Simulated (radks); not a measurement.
Numerical settings for neutral nickel, [Ar] 3d8 4s2. All-electron calculation, non-relativistic Kohn-Sham, r2SCAN, spin-unpolarised, spherical densities, point nucleus; meta-GGA in the generalised Kohn-Sham scheme. Program: a radial shooting solver on a logarithmic mesh with Libxc functionals. The defaults (mesh step 0.008 in ln r, mesh end at 40 bohr or more with all orbitals vanishing there, Anderson mixing 0.5 over 9 steps, residual threshold near 1e-9 with the energy settled to 1e-9 hartree or 1e-11 of itself, here a cap of 83 iterations) give E = -1508.166 hartree and 4s at -5.746 eV in 13 iterations. Run on one thread of a shared host, so times are rough (Arm Neoverse N1): 0.12 s of CPU time, 0.12 s wall, 13 iterations on 2669 mesh points. One setting is changed at a time: mesh step in ln r 0.2; mesh step in ln r 0.012; mesh step in ln r 0.003; mesh end (bohr) 20; mesh end (bohr) 8; residual threshold 0.1; residual threshold 0.001; mixing 1; linear mixing, mixing 1; linear mixing, mixing 0.5; mixing history 2; iteration cap 2. Which runs fail to converge, and which converge to a wrong energy?

Answer. Not converged within the cap: mesh step in ln r 0.2; linear mixing, mixing 1; iteration cap 2. Settings that end as converged yet miss the energy by more than 1 mhartree: mesh end (bohr) 8 (+0.00197 hartree).
